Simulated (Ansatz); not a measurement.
Ansatz (an electronic-structure program) input:

Ansatz 0.2 input:
```yaml
crystal:
  periodic: [false, false, false]
  atoms:
    - {symbol: Ga, position_ang: [0.00000000, 0.00000000, 0.00000000]}
    - {symbol: Br, position_ang: [-0.00000000, -0.00000000, -2.18365141]}
    - {symbol: Br, position_ang: [0.00000000, 0.00000000, 2.18365141]}
basis:
  gaussian:
    orbitals: def2-TZVPD
hamiltonian:
  xc: {name: revPBE}
total_charge: 1
output: {forces: true}
```

### Question
Predict the final energy.

### Answer
-7072.38839 Eh (revPBE/def2-TZVPD). The basis has 168 functions.
